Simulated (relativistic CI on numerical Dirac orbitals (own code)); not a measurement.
V⁴⁺ in a cubic cluster: 3p photoemission with charge transfer

Computed with a charge-transfer multiplet model of a cubic metal-ligand cluster with up to 2 ligand holes, Slater and spin-orbit integrals from Dirac-Coulomb-Breit ions, Slater integrals scaled by 0.7. The ground state mixes d1 with configurations of k ligand holes L, whose averages lie at kΔ + k(k − 1)U_dd/2; a core hole lowers each added d electron by U_cd. 300 K, Lorentzian 0.9 eV and Gaussian 0.8 eV FWHM.

Atomic integrals in eV (Slater integrals scaled, ζ unscaled), ground: F2dd 7.050, F4dd 4.418, zeta_d 0.029; with the core hole: F2dd 7.050, F4dd 4.418, zeta_d 0.033, zeta_core 0.604, F2cd 8.660, G1cd 10.612, G3cd 6.586. Where a configuration has fewer than two d electrons, the dd integrals are those of d2.

Cluster parameters (eV): Δ = 0.8, U_dd = 4.4, 10Dq = 1.55, 10Dq(ligand) = 1.4, V(eg) = 2.9, V(t2g) = -1.31, final-state hopping factor = 0.8.

```csv
Case,n_d,d1,d2L,d3L2,S
U_cd = 5.2 eV,1.89,0.28,0.54,0.18,0.50
U_cd = 5.8 eV,1.89,0.28,0.54,0.18,0.50
U_cd = 7 eV,1.89,0.28,0.54,0.18,0.50
```

Weights, n_d and S are thermal averages at 300 K. Binding energies count from the first peak over 30 % of the highest in each spectrum, which can be another peak from case to case. The parameters are a model scan and need not match a compound or its usual spin state. Peaks in eV (height, largest 100):
- U_cd = 5.2 eV: 0.0 (100), 11.8 (22), 15.4 (8)
- U_cd = 5.8 eV: 0.0 (100), 11.8 (25)
- U_cd = 7 eV: 0.0 (100), 11.8 (29)

Curve for U_cd = 7 eV (points under 2 left out, the grid thinned):

E (eV), Intensity and a bar:
```
     -4.5        2.7 
     -3.9        3.5 
     -3.3        4.9 #
     -2.6        7.7 ##
     -2.0       13.5 ####
     -1.4       30.7 #########
     -0.8       72.0 #####################
     -0.1       99.8 ##############################
      0.5       97.2 #############################
      1.1       91.6 ###########################
      1.7       81.7 ########################
      2.3       69.8 #####################
      3.0       51.5 ###############
      3.6       42.9 #############
      4.2       37.2 ###########
      4.8       32.4 #########
      5.5       25.3 #######
      6.1       19.8 #####
      6.7       15.0 ####
      7.3       12.1 ###
      8.0       10.7 ###
      8.6       10.9 ###
      9.2       12.2 ###
      9.8       14.7 ####
     10.4       18.7 #####
     11.1       25.5 #######
     11.7       29.0 ########
     12.3       27.6 ########
     12.9       24.3 #######
     13.6       19.8 #####
     14.2       16.8 #####
     14.8       14.0 ####
     15.4       12.0 ###
     16.1        9.8 ##
     16.7        8.5 ##
     17.3        7.1 ##
     17.9        5.9 #
     18.5        5.4 #
     19.2        4.8 #
     19.8        4.5 #
     20.4        4.0 #
     21.0        3.4 
     21.7        3.3 
     22.3        2.8 
     22.9        2.1
```

For the case U_cd = 5.2 eV, Δ = 0.8 eV is smaller than U_dd = 4.4 eV, the charge-transfer side of the Zaanen-Sawatzky-Allen scheme. With the core hole the configuration with one ligand hole lies at Δ − U_cd = -4.4, -5.0, -6.2 eV from the one without, in the order of the table; where this is negative the screened configuration lies lower, though the effective hopping of about 4.8 eV (from the holes of the mixed ground state) mixes the two strongly wherever it is as large as the gap.

With at most 2 ligand holes the space is cut while the next configuration still counts, so covalency is underestimated, and a final configuration with one more ligand hole, which can lie low, is missing from the spectra.
